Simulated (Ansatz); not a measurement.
**Molecular dynamics, step by step**

ZnNH4ClO, closed shell, PBE0-D4/def2-SVP (Ansatz 0.2.0). Settings (timestep in fs, temperature in K; T counts 18 degrees of freedom):

```yaml
hamiltonian: {xc: pbe0, dispersion: d4}
md: {n_steps: 80, timestep: 0.75, temperature: 300, ensemble: nve, seed: 908, initial_velocities: maxwell_boltzmann}
```

Start, the saddle point found with PBE0-D4 in triple zeta (not stationary at another level):

```xyz
8
angstrom
Zn -0.8367 0.3010 -0.6177
N 0.9753 -0.4321 -0.4428
Cl -2.6225 0.7440 -1.6639
H 0.5857 -0.0404 0.7849
O -0.2804 0.5611 1.3122
H 1.1029 -1.4192 -0.6212
H 1.7484 0.0594 -0.8710
H -0.6727 0.2262 2.1193
```

```json
{"step": "0", "time (fs)": "0.00", "potential energy less the start (meV)": "0.0", "kinetic energy (meV)": "232.7", "T (K)": "300"}
{"step": "5", "time (fs)": "3.75", "potential energy less the start (meV)": "45.8", "kinetic energy (meV)": "187.5", "T (K)": "242"}
{"step": "10", "time (fs)": "7.50", "potential energy less the start (meV)": "56.8", "kinetic energy (meV)": "177.4", "T (K)": "229"}
{"step": "15", "time (fs)": "11.25", "potential energy less the start (meV)": "21.0", "kinetic energy (meV)": "213.5", "T (K)": "275"}
{"step": "20", "time (fs)": "15.00", "potential energy less the start (meV)": "-61.5", "kinetic energy (meV)": "295.9", "T (K)": "382"}
{"step": "25", "time (fs)": "18.75", "potential energy less the start (meV)": "-82.7", "kinetic energy (meV)": "319.1", "T (K)": "411"}
{"step": "30", "time (fs)": "22.50", "potential energy less the start (meV)": "-91.2", "kinetic energy (meV)": "327.5", "T (K)": "422"}
{"step": "35", "time (fs)": "26.25", "potential energy less the start (meV)": "-291.5", "kinetic energy (meV)": "522.3", "T (K)": "674"}
{"step": "40", "time (fs)": "30.00", "potential energy less the start (meV)": "-419.6", "kinetic energy (meV)": "649.3", "T (K)": "837"}
{"step": "45", "time (fs)": "33.75", "potential energy less the start (meV)": "-302.3", "kinetic energy (meV)": "536.6", "T (K)": "692"}
{"step": "50", "time (fs)": "37.50", "potential energy less the start (meV)": "-333.0", "kinetic energy (meV)": "566.3", "T (K)": "730"}
{"step": "55", "time (fs)": "41.25", "potential energy less the start (meV)": "-384.7", "kinetic energy (meV)": "616.5", "T (K)": "795"}
{"step": "60", "time (fs)": "45.00", "potential energy less the start (meV)": "-335.5", "kinetic energy (meV)": "568.0", "T (K)": "732"}
{"step": "65", "time (fs)": "48.75", "potential energy less the start (meV)": "-251.1", "kinetic energy (meV)": "485.9", "T (K)": "626"}
{"step": "70", "time (fs)": "52.50", "potential energy less the start (meV)": "-159.4", "kinetic energy (meV)": "396.8", "T (K)": "512"}
{"step": "75", "time (fs)": "56.25", "potential energy less the start (meV)": "-193.5", "kinetic energy (meV)": "426.3", "T (K)": "550"}
{"step": "80", "time (fs)": "60.00", "potential energy less the start (meV)": "-275.0", "kinetic energy (meV)": "504.8", "T (K)": "651"}
```

Step 5, positions (Å) and forces (eV/Å):

```tsv
atom	x	y	z	Fx	Fy	Fz
Zn1	-0.843	0.308	-0.611	0.236	0.074	0.136
N2	0.982	-0.446	-0.454	-0.228	-0.354	-0.296
Cl3	-2.611	0.736	-1.663	-0.325	0.061	-0.220
H4	0.517	-0.093	0.721	0.698	0.091	0.333
O5	-0.278	0.567	1.302	-0.271	-0.105	-0.150
H6	1.103	-1.447	-0.667	0.144	0.603	0.012
H7	1.764	0.097	-0.837	-0.213	-0.386	0.154
H8	-0.712	0.166	2.062	-0.042	0.016	0.030
```

Step 35, positions (Å) and forces (eV/Å):

```json
{"atom": "Zn1", "x": "-0.862", "y": "0.357", "z": "-0.547", "Fx": "0.453", "Fy": "-0.053", "Fz": "0.972"}
{"atom": "N2", "x": "1.031", "y": "-0.537", "z": "-0.560", "Fx": "0.107", "Fy": "-0.497", "Fz": "-0.528"}
{"atom": "Cl3", "x": "-2.585", "y": "0.696", "z": "-1.690", "Fx": "-0.379", "Fy": "0.025", "Fz": "-0.549"}
{"atom": "H4", "x": "1.001", "y": "-0.570", "z": "0.461", "Fx": "-0.146", "Fy": "0.793", "Fz": "0.483"}
{"atom": "O5", "x": "-0.327", "y": "0.566", "z": "1.231", "Fx": "0.511", "Fy": "0.209", "Fz": "-0.613"}
{"atom": "H6", "x": "1.261", "y": "-1.488", "z": "-0.808", "Fx": "0.109", "Fy": "-0.360", "Fz": "-0.748"}
{"atom": "H7", "x": "1.788", "y": "0.070", "z": "-0.858", "Fx": "0.249", "Fy": "-0.008", "Fz": "0.043"}
{"atom": "H8", "x": "-0.980", "y": "0.261", "z": "1.835", "Fx": "-0.905", "Fy": "-0.108", "Fz": "0.940"}
```

Step 70, positions (Å) and forces (eV/Å):

```
atom       x       y       z      Fx      Fy      Fz
 Zn1  -0.864   0.406  -0.438  -0.251  -0.298  -0.563
  N2   1.146  -0.654  -0.830   1.440  -0.095   2.159
 Cl3  -2.591   0.652  -1.789   0.801  -0.120   0.306
  H4   1.427  -0.736   0.235  -1.062   0.004  -2.460
  O5  -0.459   0.535   1.321   0.951  -1.364  -0.730
  H6   1.229  -1.594  -1.246  -0.413   0.123   0.408
  H7   2.012  -0.222  -1.202  -0.752   0.293  -0.016
  H8  -0.817   1.330   1.650  -0.714   1.457   0.896
```

Last step (80):

```
atom    x (Å)    y (Å)    z (Å)
 Zn1  -0.8702   0.4153  -0.4222
  N2   1.1591  -0.6743  -0.8918
 Cl3  -2.5717   0.6351  -1.8130
  H4   1.4182  -0.7808   0.1157
  O5  -0.4783   0.5419   1.3894
  H6   1.0497  -1.5746  -1.3441
  H7   1.8947  -0.1804  -1.3948
  H8  -0.6291   1.4504   1.6142
```

Hardware: 8 CPU threads of an Intel Xeon 6975P-C, shared host. Wall time about 52 s.
